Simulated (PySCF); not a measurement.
GaP: frontier orbitals

BHandHLYP at R = 2.460 Å; basis Ga def2-TZVPPD, P def2-TZVPPD; no relativity; PySCF 2.14. State: ³Σ⁻ (triplet), unpaired electrons π ↑↑. Only the outer orbitals are listed, counted within each symmetry.

```tsv
spin	orbital	occ.	ε (eV)	on Ga (%)	main shells (%)
α	10σ	1	-18.08	7	92 P s
α	11σ	1	-11.06	70	70 Ga s, 22 P p
α	5π	1	-7.96	8	92 P p
α	5π	1	-7.96	8	92 P p
α	12σ	1	-6.65	48	50 P p, 28 Ga p, 20 Ga s
α	6π	0	-0.90	92	90 Ga p
α	6π	0	-0.90	92	90 Ga p
β	10σ	1	-15.55	16	82 P s, 11 Ga s
β	11σ	1	-10.63	69	69 Ga s, 18 P p, 13 P s
β	12σ	1	-6.32	47	50 P p, 32 Ga p, 14 Ga s
β	5π	0	-2.43	45	56 P p, 41 Ga p
β	5π	0	-2.43	45	56 P p, 41 Ga p
β	6π	0	-0.25	65	55 Ga p, 31 P p, 10 Ga d
```

Which are the highest filled and the lowest empty level, where do they sit, and how wide is the gap?

Highest filled β 12σ at -6.32 eV (in %: 50 P p, 32 Ga p, 14 Ga s); lowest empty β 5π at -2.43 eV (in %: 56 P p, 41 Ga p); the gap at BHandHLYP is 3.89 eV.

```
bond order (Mayer)                              : 1.08
⟨S²⟩                                            : 2.008
charge on Ga (Mulliken, basis-dependent)        : 0.28
charge on Ga (Löwdin, basis-dependent)          : 0.06
dipole moment (positive dipole means Ga(−)P(+)) : -1.47 D
```

Spin–orbit coupling is left out. The state was picked by a PBE0 search and need not be the measured ground state.
